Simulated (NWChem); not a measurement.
System: Si₂NH₇O; SMILES [SiH3]O[SiH2]N

The following NWChem deck was run.

```
start job
memory heap 200 mb stack 900 mb global 1100 mb
geometry units angstroms noautosym nocenter noautoz
  Si     0.234107     1.765753    -0.039452
  O     -0.777683     0.483012     0.323428
  Si    -0.686104    -1.188701     0.106665
  N      0.920784    -1.823945    -0.007415
  H      0.695432     1.713320    -1.474576
  H     -0.529907     3.037224     0.183652
  H      1.453914     1.765121     0.844915
  H     -1.355459    -1.790992     1.302306
  H     -1.376158    -1.534681    -1.179640
  H      1.544344    -1.847607     0.802013
  H      1.448526    -1.764796    -0.880496
end
basis spherical
  Si library 6-31g*
  O library 6-31g*
  N library 6-31g*
  H library 6-31g*
end
dft
  xc m05-2x
  iterations 150
end
cosmo
  do_cosmo_smd true
  solvent etoac
end
task dft energy
```

Coordinates come from a PBE-D3(BJ)/def2-SVP optimisation. Solvent: ethyl acetate.

Level: M05-2X/6-31G* with SMD (1 M gas to 1 M solution), gas-phase geometry. Reactions with the solvent are ignored.

Question: What results follow from this input? (M05-2X/6-31G* (spherical d), SMD on the gas-phase geometry.) Quantities: solvation free energy (kcal/mol); cavity-dispersion-structure term (kcal/mol); dipole in solution (D).

Answer: The solvation free energy (kcal/mol) is -3.4 and the cavity-dispersion-structure term (kcal/mol) is 0.4. The dipole in solution (D) is 2.32.
